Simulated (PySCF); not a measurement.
PySCF input for Al(CF3)(F)(OH) (CHAlF₄O), SMILES F[C](F)(F)[Al]([OH])[F], TDDFT-PBE0/def2-SVPD. The structure is a stationary point at PBE0-D3(BJ)/def2-SVP. The structure was generated by enumeration; whether it is a known compound was not checked. One conformer was computed; it need not be the lowest.

```python
import numpy as np
from pyscf import gto, scf, dft, tdscf

mol = gto.M(
    atom='''
    Al   -0.02093333    0.24740081    0.97848592
    C     0.00540427   -0.22090951   -0.96992884
    F    -0.52221383    0.73738292   -1.74825095
    F    -0.68283332   -1.34916094   -1.22258012
    F     1.26231096   -0.42800288   -1.40770125
    F    -0.54834980    1.74664695    1.44494127
    O     0.50974767   -0.91964451    2.06079463
    H     0.58149994   -0.89539156    3.01521875
    ''',
    basis='def2-SVPD',
    charge=0,
    spin=0,
    max_memory=1600,
    verbose=4,
)
mf = dft.RKS(mol, xc='pbe0').density_fit(auxbasis='def2-universal-jkfit')
mf.grids.level = 3
mf.conv_tol = 1e-9
mf.max_cycle = 100
mf.kernel()
mf.grids = dft.Grids(mol).set(level=1).build(with_non0tab=True)  # coarser grid for the response kernel
td = tdscf.TDDFT(mf)
td.singlet = True
td.nstates = 10
td.conv_tol = 1e-4
td.positive_eig_threshold = 1e-6
td.kernel(x0=td.get_init_guess(mf, 15))
td.analyze()
tt = tdscf.TDA(mf)
tt.singlet = False
tt.nstates = 4
tt.conv_tol = 1e-4
tt.positive_eig_threshold = 1e-6
tt.kernel(x0=tt.get_init_guess(mf, 9))
tt.analyze(verbose=3)
```

It prints:

```
PySCF version 2.14.0

[INPUT] verbose = 4
[INPUT] num. atoms = 8
[INPUT] num. electrons = 64
[INPUT] charge = 0
[INPUT] spin (= nelec alpha-beta = 2S) = 0
[INPUT] symmetry False subgroup None
[INPUT] Mole.unit = angstrom
[INPUT] Symbol           X                Y                Z      unit          X                Y                Z       unit  Magmom
[INPUT]  1 Al    -0.020933330000   0.247400810000   0.978485920000 AA   -0.039558260575   0.467519773896   1.849070405543 Bohr   0.0
[INPUT]  2 C      0.005404270000  -0.220909510000  -0.969928840000 AA    0.010212590203  -0.417458472212  -1.832899867917 Bohr   0.0
[INPUT]  3 F     -0.522213830000   0.737382920000  -1.748250950000 AA   -0.986841117160   1.393451767732  -3.303715492511 Bohr   0.0
[INPUT]  4 F     -0.682833320000  -1.349160940000  -1.222580120000 AA   -1.290367963527  -2.549544674561  -2.310341592138 Bohr   0.0
[INPUT]  5 F      1.262310960000  -0.428002880000  -1.407701250000 AA    2.385421998437  -0.808808223725  -2.660169827708 Bohr   0.0
[INPUT]  6 F     -0.548349800000   1.746646950000   1.444941270000 AA   -1.036230942460   3.300684371807   2.730543266381 Bohr   0.0
[INPUT]  7 O      0.509747670000  -0.919644510000   2.060794630000 AA    0.963283488935  -1.737876255860   3.894337449674 Bohr   0.0
[INPUT]  8 H      0.581499940000  -0.895391560000   3.015218750000 AA    1.098875628051  -1.692044822647   5.697937643153 Bohr   0.0

nuclear repulsion = 387.317792379754
number of shells = 67
number of NR pGTOs = 247
number of NR cGTOs = 167
basis = def2-SVPD
ecp = {}


[settings echo left out]
init E= -755.411743857022
  HOMO = -0.335375556556627  LUMO = -0.0765576620526103  gap/eV = 7.04279
cycle= 1 E= -754.574536028111  delta_E= 0.837  |g|= 1.16  |ddm|= 3.32
  HOMO = -0.223675603996877  LUMO = -0.052551826703457  gap/eV = 4.65652
cycle= 2 E= -754.113672486411  delta_E= 0.461  |g|= 1.98  |ddm|= 2.76
  HOMO = -0.353832871333754  LUMO = -0.0502697629206503  gap/eV = 8.26037
cycle= 3 E= -754.820452264007  delta_E= -0.707  |g|= 0.115  |ddm|= 1.81
  HOMO = -0.352741883161139  LUMO = -0.0441107872236399  gap/eV = 8.39828
cycle= 4 E= -754.821701458726  delta_E= -0.00125  |g|= 0.0886  |ddm|= 0.193
  HOMO = -0.353838894463588  LUMO = -0.0449169332801223  gap/eV = 8.40619
cycle= 5 E= -754.823061124417  delta_E= -0.00136  |g|= 0.0108  |ddm|= 0.0704
  HOMO = -0.35370812281604  LUMO = -0.0447770339593774  gap/eV = 8.40644
cycle= 6 E= -754.82307758071  delta_E= -1.65e-05  |g|= 0.00487  |ddm|= 0.013
  HOMO = -0.35353660123033  LUMO = -0.0447595107376895  gap/eV = 8.40225
cycle= 7 E= -754.823081662769  delta_E= -4.08e-06  |g|= 0.000919  |ddm|= 0.0039
  HOMO = -0.353493175813521  LUMO = -0.0448043518671186  gap/eV = 8.39985
cycle= 8 E= -754.82308180711  delta_E= -1.44e-07  |g|= 0.000232  |ddm|= 0.00142
  HOMO = -0.353533049063357  LUMO = -0.0448049958136618  gap/eV = 8.40092
cycle= 9 E= -754.823081819361  delta_E= -1.23e-08  |g|= 5.23e-05  |ddm|= 0.000339
  HOMO = -0.353524349812137  LUMO = -0.0448024044919535  gap/eV = 8.40075
cycle= 10 E= -754.823081819889  delta_E= -5.28e-10  |g|= 1.34e-05  |ddm|= 6.64e-05
  HOMO = -0.353525432162711  LUMO = -0.0448027065308345  gap/eV = 8.40077
Extra cycle  E= -754.823081819859  delta_E= 2.96e-11  |g|= 1.89e-05  |ddm|= 3.55e-05
converged SCF energy = -754.823081819859
tot grids = 40384
Overwritten attributes  positive_eig_threshold  of <class 'pyscf.tdscf.rks.TDDFT'>


******** <class 'pyscf.tdscf.rks.TDDFT'> for <class 'pyscf.df.df_jk.DFRKS'> ********
nstates = 10 singlet
deg_eia_thresh = 1.000e-03
wfnsym = None
conv_tol = 0.0001
eigh lindep = 1e-12
eigh level_shift = 0
eigh max_cycle = 100


Excitation energies (eV)
[7.32230377 7.41553357 7.5572841  7.83294869 8.06395204 8.31303415
 8.97913247 9.18347178 9.41799912 9.5038967 ]

** Singlet excitation energies and oscillator strengths **
Excited State   1:      7.32230 eV    169.32 nm  f=0.0151
      31 -> 33        0.26203
      32 -> 33        0.13209
      32 -> 34        0.63674
Excited State   2:      7.41553 eV    167.20 nm  f=0.0983
      30 -> 33       -0.10132
      31 -> 34       -0.10942
      32 -> 33        0.67258
      32 -> 34       -0.11106
Excited State   3:      7.55728 eV    164.06 nm  f=0.0854
      31 -> 33       -0.64201
      32 -> 34        0.26687
Excited State   4:      7.83295 eV    158.29 nm  f=0.0553
      30 -> 33       -0.60718
      31 -> 34       -0.32112
      32 -> 33       -0.14348
Excited State   5:      8.06395 eV    153.75 nm  f=0.0144
      30 -> 34        0.69647
Excited State   6:      8.31303 eV    149.14 nm  f=0.0885
      30 -> 33        0.32275
      30 -> 35        0.10975
      31 -> 34       -0.60084
Excited State   7:      8.97913 eV    138.08 nm  f=0.0858
      32 -> 35        0.67676
      32 -> 36        0.11567
Excited State   8:      9.18347 eV    135.01 nm  f=0.0104
      31 -> 35       -0.68753
      31 -> 36        0.10005
Excited State   9:      9.41800 eV    131.65 nm  f=0.0381
      28 -> 33        0.64236
      30 -> 35       -0.23345
Excited State  10:      9.50390 eV    130.46 nm  f=0.0548
      27 -> 33        0.68319

** Transition electric dipole moments (AU) **
state          X           Y           Z        Dip. S.      Osc.
  1         0.2477      0.0756     -0.1319      0.0845      0.0151
  2        -0.0011     -0.1227     -0.7253      0.5411      0.0983
  3         0.6329      0.2463      0.0092      0.4613      0.0854
  4        -0.1265      0.3320      0.4025      0.2882      0.0553
  5         0.2500      0.0997      0.0149      0.0727      0.0144
  6         0.1991     -0.4893      0.3944      0.4346      0.0885
  7        -0.2260      0.5742     -0.0971      0.3902      0.0858
  8         0.2037      0.0680     -0.0160      0.0464      0.0104
  9         0.0484     -0.0130      0.4030      0.1649      0.0381
 10         0.4493      0.1792     -0.0353      0.2352      0.0548

** Transition velocity dipole moments (imaginary part, AU) **
state          X           Y           Z        Dip. S.      Osc.
  1         0.0692      0.0211     -0.0362      0.0065      0.0162
  2        -0.0005     -0.0345     -0.2009      0.0416      0.1017
  3         0.1740      0.0679      0.0029      0.0349      0.0838
  4        -0.0381      0.0995      0.1143      0.0244      0.0565
  5         0.0767      0.0306      0.0041      0.0068      0.0154
  6         0.0620     -0.1522      0.1228      0.0421      0.0919
  7        -0.0763      0.1939     -0.0335      0.0446      0.0900
  8         0.0672      0.0223     -0.0052      0.0050      0.0100
  9         0.0158     -0.0027      0.1360      0.0188      0.0361
 10         0.1552      0.0619     -0.0121      0.0281      0.0536

** Transition magnetic dipole moments (imaginary part, AU) **
state          X           Y           Z
  1        -0.0852      0.3418      0.2068
  2         0.2186     -0.0060     -0.0699
  3         0.2000     -0.6220     -0.3529
  4         0.5627      0.2467     -0.0116
  5         0.1047     -0.3017     -0.4248
  6        -0.5616     -0.1894      0.0645
  7         0.1843      0.0685     -0.0078
  8         0.0974     -0.2695      0.0844
  9        -0.2651     -0.1249      0.0428
 10         0.2611     -0.5569      0.5547
Overwritten attributes  positive_eig_threshold  of <class 'pyscf.tdscf.rks.TDA'>


******** <class 'pyscf.tdscf.rks.TDA'> for <class 'pyscf.df.df_jk.DFRKS'> ********
nstates = 4 triplet
deg_eia_thresh = 1.000e-03
wfnsym = None
conv_tol = 0.0001
eigh lindep = 1e-12
eigh level_shift = 0
eigh max_cycle = 100


Excitation energies (eV)
[6.49160266 6.5931842  7.07939514 7.27131828]

** Triplet excitation energies and oscillator strengths **
Excited State   1:      6.49160 eV    190.99 nm  f=0.0000
Excited State   2:      6.59318 eV    188.05 nm  f=0.0000
Excited State   3:      7.07940 eV    175.13 nm  f=0.0000
Excited State   4:      7.27132 eV    170.51 nm  f=0.0000
```

The calculation finished and met its thresholds.
